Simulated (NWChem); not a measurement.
Molecule: YF3; SMILES [F][Y]([F])[F]

Program: NWChem. All runs use the structure optimised with PBE-D3(BJ)/def2-SVP. No frequency run checked for a minimum. def2 effective core potentials on Y; no spin-orbit coupling. B3LYP is NWChem's, with the RPA form of VWN correlation. Field at 589 nm.

Problem. Estimate the computed values for B3LYP/def2-SVPD. Quantities: isotropic polarisability (bohr³); anisotropy (bohr³).

Solution. 
| Property | Result |
|---|---|
| isotropic polarisability (bohr³) | 31.6 |
| anisotropy (bohr³) | 11.5 |
